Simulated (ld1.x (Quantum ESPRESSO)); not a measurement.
**Which change was made? (O, PAW)**

ld1.x (Quantum ESPRESSO) 7.5 input, shortened:

```
&input
   title='O', zed=8., rel=1, dft='PZ', iswitch=3,
   config='[He] 2s1 2p5'
 /
 &inputp
   pseudotype=3, lpaw=.true., tm=.true., lloc=-2, rcloc=0.80,
   nlcc=.true., rcore=0.70,
   which_augfun='PSQ', rmatch_augfun=0.60
 /
4
2S  1  0   1.00   0.00  0.95  1.05  0.0
2S  1  0   0.00   2.80  0.95  1.05  0.0
2P  2  1   5.00   0.00  0.80  1.10  0.0
2P  2  1   0.00  -0.35  0.80  1.10  0.0
 &test
   configts(1)='2s1 2p5'
 /
```

Cutoffs, loose and tight: the cutoffs (Ry, on a coarse ladder) from which the occupation-weighted sum of valence levels, in a spherical-Bessel basis at the reference potential, stays within 10 and 1 mRy of its value at 400 Ry. They do not see the model core or the augmentation charge, which bear on the density cutoff. Test errors are all-electron minus pseudo excitation energies from the reference, over the configurations 2s2 2p4; 2s2 2p3; 2s2 2p2; 2s2 2p1; 2s2 2p3.5; 2s2 2p4.3; 2s0 2p6 (two spin-polarised tests are not counted in the largest error); variants that change the core or the reference have their own tests.

The base gives: outcome: generated; cutoff, loose: 60 Ry; cutoff, tight: 100 Ry; bound ghosts: none; largest test error (meV): -8.9.

**Question.** After one change the result is: outcome: generated; cutoff, loose: 45 Ry; cutoff, tight: 80 Ry; bound ghosts: none; largest test error (meV): -19. Which change was it?
A. all radii but the core radius scaled by about 0.95 (s 1.00, p 1.04 bohr, rcut 0.90/0.76); local potential all-electron potential smoothed inside 0.76 bohr (lloc = -2); augmentation PSQ, radius 0.56 bohr
B. all radii but the core radius scaled by about 1.26 (s 1.32, p 1.38 bohr, rcut 1.20/1.00); local potential all-electron potential smoothed inside 1.00 bohr (lloc = -2); augmentation PSQ, radius 0.76 bohr
C. all radii but the core radius scaled by about 0.75 (s 0.80, p 0.82 bohr, rcut 0.72/0.60); local potential all-electron potential smoothed inside 0.60 bohr (lloc = -2); augmentation PSQ, radius 0.46 bohr
D. all radii but the core radius scaled by about 1.11 (s 1.16, p 1.22 bohr, rcut 1.06/0.88); local potential all-electron potential smoothed inside 0.88 bohr (lloc = -2); augmentation PSQ, radius 0.66 bohr

**Answer.** D. The others give: all radii but the core radius scaled by about 1.26 (s 1.32, p 1.38 bohr, rcut 1.20/1.00); local potential all-electron potential smoothed inside 1.00 bohr (lloc = -2); augmentation PSQ, radius 0.76 bohr → outcome: generated; cutoff, loose: 35 Ry; cutoff, tight: 70 Ry; bound ghosts: none; largest test error (meV): -70 | all radii but the core radius scaled by about 0.95 (s 1.00, p 1.04 bohr, rcut 0.90/0.76); local potential all-electron potential smoothed inside 0.76 bohr (lloc = -2); augmentation PSQ, radius 0.56 bohr → outcome: generated; cutoff, loose: 70 Ry; cutoff, tight: 110 Ry; bound ghosts: none; largest test error (meV): -6.5 | all radii but the core radius scaled by about 0.75 (s 0.80, p 0.82 bohr, rcut 0.72/0.60); local potential all-electron potential smoothed inside 0.60 bohr (lloc = -2); augmentation PSQ, radius 0.46 bohr → outcome: generated; cutoff, loose: 100 Ry; cutoff, tight: 160 Ry; bound ghosts: none; largest test error (meV): -2.0.
